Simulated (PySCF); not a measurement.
**Si⁺ (silicon, charge +1) across methods**

[Ne] 3s2 4s1, 2S determinant (an excited configuration). All numbers are calculated (PySCF 2.14, the non-relativistic Hamiltonian (point nucleus), in aug-cc-pV(T+d)Z (6s5p4d2f, 55 functions)).

```csv
method,E (hartree),mean ε 3s α (eV),mean ε 3s β (eV),mean ε 4s α (eV),Σ⟨r²⟩ (bohr²),⟨S²⟩
PBE,-288.6290,-22.852,-22.684,-6.652,42.60,0.750
M06-L,-288.7563,-22.895,-23.073,-6.659,45.29,0.750
UHF,-288.28241,-26.787,-26.424,-7.843,44.09,0.750
PW91,-288.7570,-22.919,-22.742,-6.667,42.45,0.750
r2SCAN,-288.7318,-23.050,-22.965,-6.605,43.16,0.750
wB97M-V,-288.7785,-26.353,-26.153,-7.947,41.81,0.750
LC-wPBE,-288.6591,-26.948,-26.762,-8.275,43.15,0.750
PBE0,-288.6523,-24.056,-23.857,-7.051,42.91,0.750
```

Question: Estimate the same row for LDA.

Answer: E (hartree) = -287.6151; mean ε 3s α (eV) = -22.970; mean ε 3s β (eV) = -22.803; mean ε 4s α (eV) = -6.615; Σ⟨r²⟩ (bohr²) = 42.03; ⟨S²⟩ = 0.750.

The outer electron is Rydberg-like, and this basis confines it to a smaller radius and binds it less than a complete one would.
